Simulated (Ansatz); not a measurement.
`[SeH][SnH3]` and `[OH][SnH3]` differ in one element.

Ansatz, PBE0-D4/def2-TZVP geometries, multiplicity 1. 

Elements past krypton have def2 core potentials. Scalar relativity is left out up to krypton.

```tsv
property	`[SeH][SnH3]`
HOMO energy (PBE/def2-TZVPP) / eV	-5.79
size of the dipole moment (PBE/def2-TZVPP) / D	1.19
HOMO–LUMO gap (PBE0/def2-TZVPP) / eV	6.14
LUMO energy (PBE0/def2-TZVPP) / eV	-0.79
ideal-gas entropy at 298 K and 1 bar (rigid rotor, harmonic PBE0-D4/def2-TZVP) / J/(mol·K)	315
HOMO energy (PBE0/def2-TZVPP) / eV	-6.93
```

Question: Give the same properties after the change, and the shifts. (Best estimate.)

Answer: Computed: 
```json
{"property": "HOMO energy (PBE/def2-TZVPP) / eV", "`[OH][SnH3]`": "-6.61", "shift": "-0.82"}
{"property": "size of the dipole moment (PBE/def2-TZVPP) / D", "`[OH][SnH3]`": "1.54", "shift": "0.35"}
{"property": "HOMO–LUMO gap (PBE0/def2-TZVPP) / eV", "`[OH][SnH3]`": "7.67", "shift": "1.53"}
{"property": "LUMO energy (PBE0/def2-TZVPP) / eV", "`[OH][SnH3]`": "-0.54", "shift": "0.25"}
{"property": "ideal-gas entropy at 298 K and 1 bar (rigid rotor, harmonic PBE0-D4/def2-TZVP) / J/(mol·K)", "`[OH][SnH3]`": "287", "shift": "-28"}
{"property": "HOMO energy (PBE0/def2-TZVPP) / eV", "`[OH][SnH3]`": "-8.21", "shift": "-1.28"}
```

With PBE0 the HOMO falls by 1.28 eV and the LUMO rises by 0.25 eV, so the gap widens by about 1.53 eV. PBE moves the HOMO by -0.82 eV and ωB97M-V by -1.48 eV. Dipoles are sizes alone; their direction can turn.

Spin–orbit coupling is left out; it splits and shifts lone-pair levels of the heavy atoms by tenths of an eV.
